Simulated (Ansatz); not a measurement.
CH₇BN₂OSi (`NC1OB1N[SiH3]`). Total charge 0; spin multiplicity 1.

Z-matrix (Å, degrees):
```
C
O 1 1.594
B 1 1.512 2 50.8
N 1 1.381 2 118.3 3 115.0
H 1 1.086 2 106.9 3 -115.9
N 3 1.401 1 152.9 2 176.2
H 4 1.010 1 115.4 2 75.3
H 4 1.007 1 115.6 2 -57.6
Si 6 1.736 3 125.9 1 4.9
H 6 1.011 3 115.6 1 -176.2
H 9 1.487 6 110.5 3 -124.6
H 9 1.487 6 111.3 3 115.8
H 9 1.481 6 107.1 3 -4.5
```

(1) List the harmonic frequencies (cm⁻¹, unscaled) at PBE0-D4/def2-TZVP in Ansatz. (Estimate.)

(2) Is this a minimum?

(3) Give the ideal-gas thermochemistry at 298.15 K and 1 bar (rigid rotor, harmonic oscillator; point group C1, symmetry number 1).

(4) And at 400, 500, 600, 800 and 1000 K?

## Answers

(1) Ansatz gave: 62, 88, 121, 212, 323, 404, 446, 502, 534, 605, 649, 674, 721, 780, 900, 936, 950, 979, 1021, 1157, 1220, 1239, 1322, 1419, 1667, 1691, 2217, 2223, 2259, 3169, 3563, 3589, 3665.

(2) Yes, all 33 modes are real.

(3) Zero-point energy 247.1 kJ/mol; H(298) − E = 270.3 kJ/mol; entropy 366.0 J/(mol·K), of which translation 166.5, rotation 116.1, vibration 83.3; G(298) − E = 161.2 kJ/mol. Modes under 100 cm⁻¹ are hindered rotations or soft bends, so the harmonic entropy is rough.

(4) 
```
T (K)  H − E (kJ/mol)  S (J/mol/K)  G − E (kJ/mol)
  400           284.6        406.8           121.8
  500           301.1        443.5            79.3
  600           319.6        477.3            33.2
  800           361.2        536.9           -68.3
 1000           407.3        588.3          -181.0
```
